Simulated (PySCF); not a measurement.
Simulated absorption spectrum

Species: CHBrF2.
SMILES: `FC(F)Br`

Computed, not measured: TDDFT CAM-B3LYP/aug-cc-pVTZ, vertical, gas phase, core orbitals frozen in the response in PySCF 2.14.0, density-fitted response routines. Isolated species at its PBE0-D3(BJ)/def2-TZVP geometry, gas phase. The CAM-B3LYP/aug-cc-pVTZ calculation is non-relativistic and has no spin–orbit coupling, an omission that weighs most on bromine.

Each state is given a Gaussian of 0.25 eV full width at half maximum, with ε(max) = 2.175×10⁸ f / Δν̃ (Δν̃ the width in cm⁻¹). The width is an assumption, not a result. The curve ends short of the highest state used, and states not computed would add to its high-energy end.

```json
{"λ (nm)": "143.5", "ε (L mol⁻¹ cm⁻¹)": "10159"}
{"λ (nm)": "144.6", "ε (L mol⁻¹ cm⁻¹)": "13615"}
{"λ (nm)": "145.7", "ε (L mol⁻¹ cm⁻¹)": "13019"}
{"λ (nm)": "146.9", "ε (L mol⁻¹ cm⁻¹)": "8259"}
{"λ (nm)": "148.0", "ε (L mol⁻¹ cm⁻¹)": "3798"}
{"λ (nm)": "149.2", "ε (L mol⁻¹ cm⁻¹)": "1152"}
{"λ (nm)": "150.3", "ε (L mol⁻¹ cm⁻¹)": "484"}
{"λ (nm)": "151.5", "ε (L mol⁻¹ cm⁻¹)": "1121"}
{"λ (nm)": "152.6", "ε (L mol⁻¹ cm⁻¹)": "3289"}
{"λ (nm)": "153.7", "ε (L mol⁻¹ cm⁻¹)": "7287"}
{"λ (nm)": "154.9", "ε (L mol⁻¹ cm⁻¹)": "12366"}
{"λ (nm)": "156.0", "ε (L mol⁻¹ cm⁻¹)": "14894"}
{"λ (nm)": "157.2", "ε (L mol⁻¹ cm⁻¹)": "13360"}
{"λ (nm)": "158.3", "ε (L mol⁻¹ cm⁻¹)": "9199"}
{"λ (nm)": "159.4", "ε (L mol⁻¹ cm⁻¹)": "4930"}
{"λ (nm)": "160.6", "ε (L mol⁻¹ cm⁻¹)": "1899"}
{"λ (nm)": "161.7", "ε (L mol⁻¹ cm⁻¹)": "623"}
{"λ (nm)": "162.9", "ε (L mol⁻¹ cm⁻¹)": "144"}
{"λ (nm)": "164.0", "ε (L mol⁻¹ cm⁻¹)": "30"}
{"λ (nm)": "165.2", "ε (L mol⁻¹ cm⁻¹)": "4"}
{"λ (nm)": "166.3", "ε (L mol⁻¹ cm⁻¹)": "1"}
{"λ (nm)": "167.4", "ε (L mol⁻¹ cm⁻¹)": "0"}
{"λ (nm)": "168.6", "ε (L mol⁻¹ cm⁻¹)": "0"}
{"λ (nm)": "169.7", "ε (L mol⁻¹ cm⁻¹)": "0"}
{"λ (nm)": "170.9", "ε (L mol⁻¹ cm⁻¹)": "0"}
{"λ (nm)": "172.0", "ε (L mol⁻¹ cm⁻¹)": "0"}
{"λ (nm)": "173.2", "ε (L mol⁻¹ cm⁻¹)": "0"}
{"λ (nm)": "174.3", "ε (L mol⁻¹ cm⁻¹)": "0"}
{"λ (nm)": "175.4", "ε (L mol⁻¹ cm⁻¹)": "0"}
{"λ (nm)": "176.6", "ε (L mol⁻¹ cm⁻¹)": "0"}
{"λ (nm)": "177.7", "ε (L mol⁻¹ cm⁻¹)": "0"}
{"λ (nm)": "178.9", "ε (L mol⁻¹ cm⁻¹)": "0"}
{"λ (nm)": "180.0", "ε (L mol⁻¹ cm⁻¹)": "0"}
{"λ (nm)": "181.2", "ε (L mol⁻¹ cm⁻¹)": "0"}
{"λ (nm)": "182.3", "ε (L mol⁻¹ cm⁻¹)": "0"}
{"λ (nm)": "183.4", "ε (L mol⁻¹ cm⁻¹)": "0"}
{"λ (nm)": "184.6", "ε (L mol⁻¹ cm⁻¹)": "2"}
{"λ (nm)": "185.7", "ε (L mol⁻¹ cm⁻¹)": "5"}
{"λ (nm)": "186.9", "ε (L mol⁻¹ cm⁻¹)": "14"}
{"λ (nm)": "188.0", "ε (L mol⁻¹ cm⁻¹)": "30"}
{"λ (nm)": "189.2", "ε (L mol⁻¹ cm⁻¹)": "61"}
{"λ (nm)": "190.3", "ε (L mol⁻¹ cm⁻¹)": "100"}
{"λ (nm)": "191.4", "ε (L mol⁻¹ cm⁻¹)": "144"}
{"λ (nm)": "192.6", "ε (L mol⁻¹ cm⁻¹)": "187"}
{"λ (nm)": "193.7", "ε (L mol⁻¹ cm⁻¹)": "208"}
{"λ (nm)": "194.9", "ε (L mol⁻¹ cm⁻¹)": "205"}
{"λ (nm)": "196.0", "ε (L mol⁻¹ cm⁻¹)": "179"}
{"λ (nm)": "197.2", "ε (L mol⁻¹ cm⁻¹)": "137"}
{"λ (nm)": "198.3", "ε (L mol⁻¹ cm⁻¹)": "96"}
{"λ (nm)": "199.4", "ε (L mol⁻¹ cm⁻¹)": "60"}
{"λ (nm)": "200.6", "ε (L mol⁻¹ cm⁻¹)": "33"}
{"λ (nm)": "201.7", "ε (L mol⁻¹ cm⁻¹)": "17"}
{"λ (nm)": "202.9", "ε (L mol⁻¹ cm⁻¹)": "7"}
{"λ (nm)": "204.0", "ε (L mol⁻¹ cm⁻¹)": "3"}
{"λ (nm)": "205.2", "ε (L mol⁻¹ cm⁻¹)": "1"}
{"λ (nm)": "206.3", "ε (L mol⁻¹ cm⁻¹)": "0"}
```

(1) Locate the maxima and give the states behind the curve.

(2) Does any computed singlet lie in the visible range?

(3) On this curve, what absorbance would a 10⁻³ mol/L sample give at 193 nm over a 1 cm path?

(4) Coming from long wavelengths, where does ε first pass 100 L mol⁻¹ cm⁻¹?

## Answers

(1) 194 nm (6.39 eV), ε about 210, made up of S1 (98%); 156 nm (7.94 eV), ε about 15000, made up of S3 (50%) and S4 (50%); 145 nm (8.55 eV), ε about 14000, made up of S5 (100%) (ε in L mol⁻¹ cm⁻¹; maxima over ε = 5, shares over 10%). The states used: S1 6.39 eV (f 0.0019); S2 6.42 eV (f 0.0000); S3 7.92 eV (f 0.070); S4 7.95 eV (f 0.070); S5 8.55 eV (f 0.129); S6 8.87 eV (f 0.043); S7 8.90 eV (f 0.024); S8 9.01 eV (f 0.0015); S9 9.15 eV (f 0.014); S10 9.24 eV (f 0.0000).

(2) No computed singlet lies in the visible range (380 to 750 nm); the lowest, at 194 nm, stands 3.12 eV above its violet end (3.26 eV).

(3) 193 nm is 6.424 eV, where ε is about 200 L mol⁻¹ cm⁻¹, so A = ε c l ≈ 0.2 (Beer–Lambert, with the gas-phase spectrum and the assumed width).

(4) At about 198 nm (6.26 eV), 0.13 eV below S1.

On Arm Neoverse N1, one thread, shared host with 64 logical CPUs at a one-minute load of 60, this took 37 s wall and 0.86 GiB of memory at its peak.
